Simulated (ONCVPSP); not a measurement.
**Reading a pseudo-wave (hydrogen)**

Columns: radius, all-electron u(r) and pseudo u(r) of the 1s shell (level -6.49 eV) of hydrogen in the configuration 1s1; PBE, scalar-relativistic, ONCV scheme, ONCVPSP 4.0.1.

```json
{"r (bohr)": "0.051", "all-electron": "0.0930", "pseudo": "0.0779"}
{"r (bohr)": "0.102", "all-electron": "0.1766", "pseudo": "0.1543"}
{"r (bohr)": "0.153", "all-electron": "0.2515", "pseudo": "0.2278"}
{"r (bohr)": "0.204", "all-electron": "0.3183", "pseudo": "0.2972"}
{"r (bohr)": "0.255", "all-electron": "0.3777", "pseudo": "0.3615"}
{"r (bohr)": "0.306", "all-electron": "0.4303", "pseudo": "0.4199"}
{"r (bohr)": "0.357", "all-electron": "0.4766", "pseudo": "0.4720"}
{"r (bohr)": "0.408", "all-electron": "0.5173", "pseudo": "0.5176"}
{"r (bohr)": "0.459", "all-electron": "0.5527", "pseudo": "0.5567"}
{"r (bohr)": "0.510", "all-electron": "0.5833", "pseudo": "0.5897"}
{"r (bohr)": "0.561", "all-electron": "0.6095", "pseudo": "0.6170"}
{"r (bohr)": "0.612", "all-electron": "0.6318", "pseudo": "0.6393"}
{"r (bohr)": "0.663", "all-electron": "0.6504", "pseudo": "0.6572"}
{"r (bohr)": "0.714", "all-electron": "0.6657", "pseudo": "0.6713"}
{"r (bohr)": "0.765", "all-electron": "0.6780", "pseudo": "0.6822"}
{"r (bohr)": "0.816", "all-electron": "0.6877", "pseudo": "0.6904"}
{"r (bohr)": "0.867", "all-electron": "0.6948", "pseudo": "0.6962"}
{"r (bohr)": "0.918", "all-electron": "0.6997", "pseudo": "0.7002"}
{"r (bohr)": "0.969", "all-electron": "0.7026", "pseudo": "0.7027"}
{"r (bohr)": "1.020", "all-electron": "0.7037", "pseudo": "0.7037"}
{"r (bohr)": "1.071", "all-electron": "0.7031", "pseudo": "0.7031"}
{"r (bohr)": "1.122", "all-electron": "0.7010", "pseudo": "0.7010"}
{"r (bohr)": "1.173", "all-electron": "0.6977", "pseudo": "0.6977"}
{"r (bohr)": "1.224", "all-electron": "0.6931", "pseudo": "0.6931"}
{"r (bohr)": "1.275", "all-electron": "0.6875", "pseudo": "0.6875"}
{"r (bohr)": "1.326", "all-electron": "0.6809", "pseudo": "0.6809"}
```

(1) How many radial nodes do the two functions have?

(2) At about which radius was the pseudo-wave matched?

(3) Where does each function peak?

(4) Is the pseudo-wave norm-conserving?

Answers

(1) The all-electron 1s function has n − l − 1 = 0; the pseudo-wave has 0.

(2) 1.02 bohr, where the columns begin to agree (steps of 0.05 bohr).

(3) Outermost all-electron maximum near 1.02 bohr, pseudo maximum near 1.02 bohr (to the table’s step).

(4) Yes: the ONCV scheme keeps the norm inside the radius equal to the all-electron one, which fixes the energy derivative of the logarithmic derivative at the level.
